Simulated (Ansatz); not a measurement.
```yaml
crystal:
  periodic: [false, false, false]
  atoms:
    - {symbol: B, position_ang: [-0.289873, 0.646381, -0.660929]}
    - {symbol: N, position_ang: [1.049580, 0.321157, -0.231338]}
    - {symbol: C, position_ang: [0.516616, -0.592407, 0.493227]}
    - {symbol: Te, position_ang: [-1.395344, -1.224680, -0.285394]}
    - {symbol: H, position_ang: [-0.744332, 1.734555, -0.814185]}
    - {symbol: H, position_ang: [0.905352, -0.949105, 1.452418]}
basis:
  gaussian: {orbitals: x2c-TZVPPall, point_charges: [{charge: 0.50, position_ang: [3.602, 0.890, -0.526]}]}
hamiltonian: {xc: {name: HF}}
correlation: {active_space: {window: {electrons: 6, orbitals: 2}}}
output: {forces: true}
```

```sh
$ ansatz run in.yaml --threads 2 --pin off --events-out ev --progress --plain --max-ram 4352MiB
```

Shortened log:

```
Functional definition: HF
1342 factors; integrals over basis functions are off by at most 1.3e-3 eV
mean field evaluation 1: about -188006.0740 eV, gradient 4.1e1 eV
mean field evaluation 2: about -188006.1633 eV, gradient 4.1e1 eV
mean field evaluation 4: about -188010.4808 eV, gradient 4.2e0 eV
mean field evaluation 8: about -188010.6132 eV, gradient 7.8e-1 eV
mean field evaluation 16: about -188010.6234 eV, gradient 2.2e-6 eV
mean field -188010.62336212 eV, -6909.2629703802 hartree, gradient 2.2e-6 eV, S^2 0.000000; 1 other end points of the search recorded, 0 dependent functions left out
reference -188010.62336212 eV, -6909.2629703802 hartree; 36, 36 occupied and 145, 145 virtual orbitals, 1342 factors
Error: 6 electrons in 2 orbitals form no window around the highest filled level of the reference
```

(1) What is wrong with this run?

## Answers

(1) The active space doesn't fit the electrons. The run stopped with an error.
